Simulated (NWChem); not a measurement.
SiF₂, singlet; SMILES F[Si]F

```xyz
3

Si     0.0000     0.0000     0.5806
F      1.2465     0.0000    -0.4649
F     -1.2465     0.0000    -0.4649
```
Atoms are numbered in this order, from 1.

Computed with NWChem. Geometry optimised at PBE0/def2-SVP; all other runs use it. Low-valent species are run as closed-shell singlets; no triplet was tried in these runs.

```tsv
quantity	level	value
dipole in solution (D) in water	PBE0/def2-SVP, SMD	1.39
vertical, lowest state with f > 0.02, singlet (eV)	B3LYP/def2-SVPD, TDA	5.87
isotropic polarisability (bohr³), static	B3LYP/def2-SVPD	?
−ε(HOMO) (eV)	PBE/def2-SVP	?
dipole (D)	PBE0/def2-SVP	1.19
highest harmonic frequency (cm⁻¹)	PBE0/def2-SVP	?
```

Question: What belongs in the gaps?

Answer: 
- isotropic polarisability (bohr³), static, value: 28.4
- −ε(HOMO) (eV), value: 7.00
- highest harmonic frequency (cm⁻¹), value: 890
